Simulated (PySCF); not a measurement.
A calculated (LDA, PySCF 2.14, cc-pV(D+d)Z, the non-relativistic Hamiltonian (point nucleus)) atom or ion has these occupied shells.

```tsv
shell	electrons	orbital energy (eV)	rms radius, mean of both spins (bohr)
1s α	1	-3110.7	0.0999
1s β	1	-3110.5	0.0999
2s α	1	-307.72	0.454
2s β	1	-307.46	0.454
2p α	3	-243.84	0.421
2p β	3	-243.54	0.421
3s α	1	-36.994	1.49
3s β	1	-35.831	1.49
3p α	3	-22.716	1.70
3p β	2	-21.601	1.70
```

(1) Name the element and its charge.

Results:

(1) Ar⁺ (argon, charge +1), in [Ne] 3s2 3p5, 2P determinant.
